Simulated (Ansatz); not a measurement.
Basis sets compared for the cluster Li3Si6. Total charge 0; doublet. Geometry PBE0-D4/def2-SVP. Ansatz on 4 threads of AMD EPYC 9R45 on a shared host; times are rough, and most runs start from earlier orbitals.

```xyz
9

Li   -1.3681   -1.5830   -1.8516
Li    2.3851    1.2011   -0.8224
Li    1.6622   -2.3147    0.2003
Si   -1.5318    1.8548    0.5674
Si   -0.5985   -1.4749    0.6458
Si    1.2664   -0.0914    1.1568
Si   -2.4692   -0.2174    0.0770
Si    0.7410    2.1644    0.9568
Si   -0.0871    0.4611   -0.9300
```

Another isomer (doublet) lies 0.54 eV lower at PBE0-D4/def2-TZVP; other spin states weren't run for this one.

Binding counts from free atoms (Li doublet, Si triplet) in the same basis, without a counterpoise term.

```tsv
level	functions	energy (Eh)	HOMO (eV)	LUMO (eV)	binding per atom (eV)	wall time
PBE-D4/def2-SVP	135	-1758.0915	-3.77	-3.09	2.98	1.9 s
PBE0-D4/def2-SVP	135	-1758.2446	-4.55	-2.42	2.89	2.4 s
```

Problem. Estimate the rows for PBE-D4/def2-TZVP (with forces), PBE0-D4/def2-TZVP.

Solution. 
```json
{"level": "PBE-D4/def2-TZVP (with forces)", "functions": "264", "energy (Eh)": "-1758.7078", "HOMO (eV)": "-3.76", "LUMO (eV)": "-3.10", "binding per atom (eV)": "2.98", "wall time": "3.5 s"}
{"level": "PBE0-D4/def2-TZVP", "functions": "264", "energy (Eh)": "-1758.8542", "HOMO (eV)": "-4.51", "LUMO (eV)": "-2.43", "binding per atom (eV)": "2.89", "wall time": "8.5 s"}
```
